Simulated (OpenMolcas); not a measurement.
# Levels of Ar+ by method

```yaml
Program: OpenMolcas 26.06
Basis: ANO-RCC-VTZP [5s4p2d1f]
Scalar_Hamiltonian: DKH2, point nucleus
Active_space: 7 electrons in 8 orbitals (3s 3p 4s 4p)
State_averaging: 2S+1 = 2 odd, 3 roots; 2S+1 = 2 even, 1 root
Spin-orbit_coupling: state interaction with AMFI integrals over the reference wave functions, term energies averaged over their components
```

Methods on the same reference wave functions:
A. CASSCF
B. SS-CASPT2, IPEA 0.25 Eh, imaginary shift 0.1 Eh (closed shells correlated: 2s 2p)
C. XMS-CASPT2, IPEA 0.25 Eh, imaginary shift 0.1 Eh (closed shells correlated: 2s 2p)

Energies in cm⁻¹ above 3s² 3p⁵ ²P°_3/2, the measured ground level; measured values from NIST Handbook of Basic Atomic Spectroscopic Data.

| Level | A | B | C | Measured |
| --- | --- | --- | --- | --- |
| 3s² 3p⁵ ²P°_3/2 | 0.0 | 0.0 | 0.0 | 0.0 |
| 3s² 3p⁵ ²P°_1/2 | 1348 | 1348 | 1348 | 1432 |
| 3s 3p⁶ ²S_1/2 | 149264 | 126080 | 126950 | 108722 |

Deviations, from unrounded energies. A percentage is the sum of absolute deviations over the sum of measured energies, with the sign that they share, or ± where signs differ.

```json
{"Against measurement": "mean absolute deviation (cm-1)", "Levels": "2", "A": "20000", "B": "8700", "C": "9200"}
{"Against measurement": "fine structure of the ground term (%)", "Levels": "1", "A": "-5.9", "B": "-5.9", "C": "-5.9"}
{"Against measurement": "other configurations (%)", "Levels": "1", "A": "+37.3", "B": "+16.0", "C": "+16.8"}
```

B, C lie about equally close to measurement and A furthest from it. The largest miss of B in the table is 3s 3p⁶ ²S_1/2, by +17000 cm-1. The ranking rests on the paired levels alone, and a cruder setting can come out closer through cancelling errors.

Between B and C the level of the table that moves most is 3s 3p⁶ ²S_1/2, by 870 cm-1 (lowest in B, highest in C). Moves below CASPT2's spread within the term are not significant.

The lowest spin-free term lies below A's lowest term by 0.179 hartree in B, 0.183 hartree in C.

Term energies are means over components that CASPT2 splits; among the terms shown or strongly mixed into the levels shown the widest spread is 130 cm-1 (3s² 3p⁵ ²P°, C). Over all roots computed the reference weight is 0.87 to 0.95 in B, 0.87 to 0.95 in C; the roots of lowest weight are the least certain, and an intruder state may touch them. Active for correlation alone: 4p 4s; no level in the range computed is led by a configuration that fills them, so any true level of that kind is missing. Without dynamic correlation excited terms often stand tens of per cent too high (terms of higher spin than the ground term too low), and those without a measured partner can miss by more than the paired ones (holds for A). Measured partners are found by configuration, term and J. A level has none where our copy of the source lacks it or the pairing is in doubt (some pairs that miss far off the trend of their configuration count as doubtful), and it then counts in no deviation. Levels of configurations outside the active space are missing.

° marks odd parity.
